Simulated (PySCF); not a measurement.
Correlation energy of Ga (gallium, neutral)

[Ar] 3d10 4s2 4p1, 2P determinant. Calculation: PySCF 2.14, in aug-cc-pwCVDZ-PP with ECP10MDF; scalar relativity through the core potential. Frozen: 3s2 3p6 3d10; 3 electrons correlated.

```csv
level,correlation energy (mhartree)
CCSD,-45.09
(T),-0.66
CCSD(T),-45.75
CCSDT,-46.01
```

Diagnostics: T1 = 0.013, D1 = 0.0312, largest double amplitude 0.052.

Cost of the coupled-cluster step: about 1.8 core-seconds, for 3 correlated electrons.

Iterations:

```
CC2 = 0
CCSD nocc = (np.int64(2), np.int64(1)), nmo = (39, 39)
frozen orbitals [[0, 1, 2, 3, 4, 5, 6, 7, 8], [0, 1, 2, 3, 4, 5, 6, 7, 8]]
max_cycle = 100
direct = 0
conv_tol = 1e-08
conv_tol_normt = 1e-06
diis_space = 8
diis_start_cycle = 0
Init t2, MP2 energy = -0.0311617987098576
Init E_corr(UCCSD) = -0.0311617987200728
cycle = 1  E_corr(UCCSD) = -0.0399544376890344  dE = -0.00879263897  norm(t1,t2) = 0.0546016
cycle = 2  E_corr(UCCSD) = -0.0429964803001927  dE = -0.00304204261  norm(t1,t2) = 0.0229591
cycle = 3  E_corr(UCCSD) = -0.0450940259758222  dE = -0.00209754568  norm(t1,t2) = 0.0106803
cycle = 4  E_corr(UCCSD) = -0.0450757364950775  dE = 1.82894807e-05  norm(t1,t2) = 0.00164043
cycle = 5  E_corr(UCCSD) = -0.0450951276046631  dE = -1.93911096e-05  norm(t1,t2) = 0.000251872
cycle = 6  E_corr(UCCSD) = -0.0450869249696634  dE = 8.202635e-06  norm(t1,t2) = 5.79631e-05
cycle = 7  E_corr(UCCSD) = -0.0450909548639462  dE = -4.02989428e-06  norm(t1,t2) = 1.82155e-05
cycle = 8  E_corr(UCCSD) = -0.0450899895311103  dE = 9.65332836e-07  norm(t1,t2) = 4.89482e-06
cycle = 9  E_corr(UCCSD) = -0.045090003688027  dE = -1.41569167e-08  norm(t1,t2) = 7.36731e-07
cycle = 10  E_corr(UCCSD) = -0.0450900208546574  dE = -1.71666304e-08  norm(t1,t2) = 1.90836e-07
cycle = 11  E_corr(UCCSD) = -0.0450900211222558  dE = -2.67598436e-10  norm(t1,t2) = 4.12278e-08
UCCSD converged
E(UCCSD) = -258.336532140198  E_corr = -0.04509002112225582
UCCSD(T) correction = -0.000660417516565236
```
